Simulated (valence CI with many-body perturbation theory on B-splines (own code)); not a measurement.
Energy levels of Hf XL

Calculated by relativistic CI+MBPT: five valence electrons over a frozen Dirac-Fock core [Ar] 3d10, a basis of 9 s, 9 p, 8 d, 6 f, 3 g, 1 h functions for each j, with the one-electron correlation potential Σ1, the two-electron term Σ2, the three-electron term Σ3, Breit, model QED; selected CI, second order for the rest (own B-spline code, finite nucleus).

No measured spectrum was set against this ion. As an estimate, large intervals hold to a few tenths of a per cent, small ones and those within an open d or f shell to about a per cent. Among the levels kept, up to 300 cm⁻¹ of a level comes from second order outside the variational space, and about a tenth of that is noise between levels of different J, which matters for small intervals.

Levels 46 to 53 of 53, with energies above the lowest level, (4s^2 4p1/2^2 4p3/2) J=3/2. "Leading %" is the weight of the configuration and term that name the level; weights of strongly mixed levels are sums over their largest components and can fall short. In the jj column 3d3/2^4 stands for four electrons in 3d with j = 3/2. Lifetimes count E1, E2, E3, M1 and M2 decay at the calculated energies, and are blank where another channel may lead or the interval is too uncertain; long ones can be off by a factor of two.

| No. | Configuration | Term | J | E (cm⁻¹) | Leading % | Lifetime | Leading jj | g |
| --- | --- | --- | --- | --- | --- | --- | --- | --- |
| 46 | 4s2 4p2 4f | 2F° | 7/2 | 2719800 | 16 | 6.17 ps | 4s^2 4p1/2^2 4f7/2 (56 %) | 1.230 |
| 47 | 4s2 4p2 4d | 2D | 5/2 | 2723200 | 77 | 575 ps | 4s^2 4p3/2^2 4d5/2 (98 %) | 1.204 |
| 48 | 4s 4p3 4d | 4D° | 5/2 | 2727600 | 31 | 4.68 ps | 4s 4p1/2^2 4p3/2 4d5/2 (92 %) | 1.388 |
| 49 | 4p5 | 2P° | 3/2 | 2746400 | 22 | 6.86 ps | 4s 4p1/2^2 4p3/2 4d5/2 (65 %) | 1.216 |
| 50 | 4s2 4p2 4f | 4G° | 5/2 | 2765600 | 16 | 1.59 ps | 4s^2 4p1/2^2 4f5/2 (48 %) | 0.907 |
| 51 | 4s2 4p2 4d | 2D | 3/2 | 2790800 | 42 | 1.47 ps | 4s^2 4p3/2^2 4d5/2 (90 %) | 1.163 |
| 52 | 4s 4p3 4d | 2F° | 7/2 | 2794600 | 37 | 7.21 ps | 4s 4p1/2^2 4p3/2 4d5/2 (76 %) | 1.163 |
| 53 | 4s2 4p2 4d | 2D | 5/2 | 2822900 | 52 | 1.07 ps | 4s^2 4p3/2^2 4d5/2 (89 %) | 1.149 |
